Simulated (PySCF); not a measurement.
One change at a time: excitation energies

Method used: TDDFT PBE0/def2-SVPD, vertical, gas phase, core orbitals frozen in the response (PySCF). Geometries: GFN2-xTB; one conformer of each isolated species. Triplets are in the Tamm–Dancoff approximation. 'Strongest' means the level of largest summed f among the lowest 8 singlets; it needn't be the same kind of state in each.

Parent: `C/C=C(/C)C(=O)F`, with lowest singlet excitation energy 5.04 eV, mean static polarisability 64.8 au, lowest triplet energy 3.38 eV, oscillator strength of the strongest level 0.24, HOMO–LUMO gap 6.07 eV, energy of the strongest computed level 5.59 eV. Its spectrum: 5.04 eV (f 0.000); 5.59 eV (f 0.242); 7.17 eV (f 0.000); 7.28 eV (f 0.000); 7.39 eV (f 0.000).

Shifts from the parent:

```tsv
change	SMILES	Δ S1 (eV)	Δ α (au)	Δ T1 (eV)	Δ f (strongest)	Δ gap (eV)	Δ strongest (eV)
CH3 replaced by F	C/C=C(\F)C(=O)F	+0.27	-8.7	+0.12	+0.19	+0.15	+0.25
CH3 replaced by CF3	C/C=C(/C(=O)F)C(F)(F)F	+0.08	+2.3	+0.37	+0.22	+0.54	+0.64
CH3 replaced by C2H5	C/C=C(\CC)C(=O)F	+0.20	+12.9	+0.17	+0.15	+0.18	+0.26
CH3 replaced by H	C/C=C/C(=O)F	+0.10	-10.5	+0.28	+0.19	+0.45	+0.51
CH3 replaced by OCH3	C/C=C(/OC)C(=O)F	-0.12	+5.4	-0.34	-0.09	-0.58	-0.68
CH3 replaced by Cl	C/C=C(\Cl)C(=O)F	+0.18	+2.8	+0.02	+0.03	-0.16	+1.81
CH3 replaced by vinyl	C=C/C(=C/C)C(=O)F	-0.32	+14.8	-0.38	+0.20	-0.69	+0.47
```

**Question.** Predict the same shifts for this change: CH3 replaced by SiH3 (`C/C=C(/[SiH3])C(=O)F`).

**Answer.** Δ lowest singlet excitation energy -0.28 eV, Δ mean static polarisability +14.4 au, Δ lowest triplet energy +0.14 eV, Δ oscillator strength of the strongest level -0.01, Δ HOMO–LUMO gap +0.16 eV, Δ energy of the strongest computed level +0.13 eV. Spectrum: 4.76 eV (f 0.000); 5.72 eV (f 0.236); 6.26 eV (f 0.002); 6.80 eV (f 0.000); 7.13 eV (f 0.027). S1 falls most with CH3 replaced by vinyl (-0.32 eV), and it rises most with CH3 replaced by F (+0.27 eV). S1 is simply the lowest singlet of each species and needn't be the same kind of state throughout. Over these 8 changes the shifts of S1 and of the HOMO–LUMO gap correlate with r = 0.54.
